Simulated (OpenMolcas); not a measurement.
## F²⁺: from CASSCF to CASPT2

| Property | Result |
| --- | --- |
| Program | OpenMolcas |
| Basis | ANO-R2 [4s4p2d1f] |
| Scalar Hamiltonian | X2C, finite nucleus |
| Active space | 5 electrons in 8 orbitals (2s 2p 3s 3p) |
| State averaging | 2S+1 = 4 odd, 1 root; 2S+1 = 2 odd, 8 roots; 2S+1 = 4 even, 3 roots; 2S+1 = 2 even, 9 roots |
| Spin-orbit coupling | RASSI with atomic mean-field integrals over the reference wave functions, term energies averaged over their components |

Methods on the same reference wave functions:
A. CASSCF
B. SS-CASPT2, IPEA 0.25 Eh, imaginary shift 0.1 Eh (closed shells correlated: 1s)

Energies in cm⁻¹ above 2s² 2p³ ⁴S°_3/2, the measured ground level; measured values from Moore, Atomic Energy Levels, vol. I, NSRDS-NBS 35 (1971 reprint of NBS Circular 467, 1949).

| Level | A | B | Measured |
| --- | --- | --- | --- |
| 2s² 2p³ ⁴S°_3/2 | 0.0 | 0.0 | 0.0 |
| 2s² 2p³ ²D°_3/2 | 37989 | 35170 |  |
| 2s² 2p³ ²D°_5/2 | 38011 | 35190 |  |
| 2s² 2p³ ²P°_1/2 | 51143 | 52470 |  |
| 2s² 2p³ ²P°_3/2 | 51161 | 52490 |  |
| 2s 2p⁴ ⁴P_5/2 | 152362 | 152450 | 151898 |
| 2s 2p⁴ ⁴P_3/2 | 152648 | 152740 | 152235 |
| 2s 2p⁴ ⁴P_1/2 | 152818 | 152900 | 152410 |
| 2s 2p⁴ ²D_3/2 | 221071 | 212400 | 210256 |
| 2s 2p⁴ ²D_5/2 | 221085 | 212410 | 210240 |
| 2s 2p⁴ ²S_1/2 | 255029 | 250750 | 248260 |

Deviations, from unrounded energies. A percentage is the sum of absolute deviations over the sum of measured energies, with the sign that they share, or ± where signs differ.

```tsv
Against measurement	Levels	A	B
mean absolute deviation (cm-1)	6	5000	1400
other configurations (%)	6	+2.6	+0.7
```

B lies closest to measurement on these levels. The largest miss of B in the table is 2s 2p⁴ ²S_1/2, by +2500 cm-1. The ranking rests on the paired levels alone, and a cruder setting can come out closer through cancelling errors.

From A to B the spin-free energies of the other terms of 2s² 2p³ shown, above ⁴S°, scale by factors of 0.93 to 1.03.

The lowest spin-free term lies below A's lowest term by 0.093 hartree in B.

CASPT2 breaks the degeneracy within a term, and the mean is taken; among the terms shown or strongly mixed into the levels shown the widest spread is 180 cm-1 (2s 2p⁴ ²D, B). Active for correlation alone: 3p 3s; no level in the range computed is led by a configuration that fills them, so any true level of that kind is missing. Measured partners are found by configuration, term and J. A level has none where our copy of the source lacks it or the pairing is in doubt (some pairs that miss far off the trend of their configuration count as doubtful), and it then counts in no deviation. Only configurations of the active space appear. Levels that lie high or do not pair safely by name in every column are left out.

° marks odd parity.
